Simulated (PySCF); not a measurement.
Question: Write Cartesian coordinates for `CC(=O)O[SiH2]O` as optimised with PBE0-D3(BJ)/def2-SVP.

Answer: 
```xyz
12
C2H6O3Si angstrom
C      2.1231   -0.0571    0.0399
C      0.6637   -0.2837    0.2834
O      0.2260   -1.0316    1.1292
O     -0.1080    0.4278   -0.5383
Si    -1.8247    0.4709   -0.5603
O     -2.4045   -0.5958    0.5435
H      2.7184   -0.6525    0.7403
H      2.3671   -0.3297   -0.9974
H      2.3525    1.0124    0.1533
H     -2.1885    1.8791   -0.2544
H     -2.2084    0.1208   -1.9519
H     -1.6690   -1.0041    1.0393
```

Orientation and origin are arbitrary. Atoms count from 1 in this order. The 2 C–O bonds span 1.211 Å (C2=O3, drawn double) to 1.333 Å (C2–O4, drawn single), a spread of 0.122 Å. H12 on O6 lies 1.90 Å from O3, 5 bonds away (angle at H 141°; Bondi radii sum to 2.72 Å): the geometry of an intramolecular hydrogen bond. O4 (oxygen singly bound to a carbonyl carbon) is bent (angle 126.9°). The 6 heavy atoms lie in one plane (0.016 Å rms).

Bonds between heavy atoms (Å): C1–C2 1.497, C2=O3 1.211, C2–O4 1.333, O4–Si5 1.717, Si5–O6 1.641.

Method: PBE0-D3(BJ)/def2-SVP geometry optimisation, gas phase in PySCF 2.14.0.

Point group: near Cs, missed by 0.08 Å at most; the miss may be what the optimiser left on a soft mode. Whether it is a minimum is left open (no frequencies). The numbers are those of one conformer (C1–C2–O4–Si5 -179°, C2–O4–Si5–O6 -4°, O4–Si5–O6–H 4°).
